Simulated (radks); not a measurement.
The numbers below are computed, except where a source is named.
The nuclear charge of the carbon ion C2+ is varied continuously with 4 electrons held in [He] 2s2. Code: a radial shooting solver on a logarithmic mesh with Libxc functionals. Model: non-relativistic Kohn-Sham, PBE, spin-polarised, spherical densities, point nucleus. By the Hellmann-Feynman theorem dE/dZ = E(electron-nucleus)/Z, the electronic potential at the nucleus.

[
 {"Z": "5", "E (hartree)": "-24.29343", "E(electron-nucleus)/Z (hartree)": "-10.9162", "HOMO": "2s", "e(HOMO) (eV)": "-19.505", "<r> HOMO (bohr)": "1.780"},
 {"Z": "5.5", "E (hartree)": "-30.06445", "E(electron-nucleus)/Z (hartree)": "-12.1677", "HOMO": "2s", "e(HOMO) (eV)": "-29.072", "<r> HOMO (bohr)": "1.542"},
 {"Z": "6", "E (hartree)": "-36.46109", "E(electron-nucleus)/Z (hartree)": "-13.4187", "HOMO": "2s", "e(HOMO) (eV)": "-40.361", "<r> HOMO (bohr)": "1.362"},
 {"Z": "6.5", "E (hartree)": "-43.48313", "E(electron-nucleus)/Z (hartree)": "-14.6694", "HOMO": "2s", "e(HOMO) (eV)": "-53.366", "<r> HOMO (bohr)": "1.220"},
 {"Z": "7", "E (hartree)": "-51.13047", "E(electron-nucleus)/Z (hartree)": "-15.9199", "HOMO": "2s", "e(HOMO) (eV)": "-68.081", "<r> HOMO (bohr)": "1.106"}
]

The central difference of E at Z = 6 is -13.419 hartree, to compare with the third column; the second derivative is -2.5 hartree.
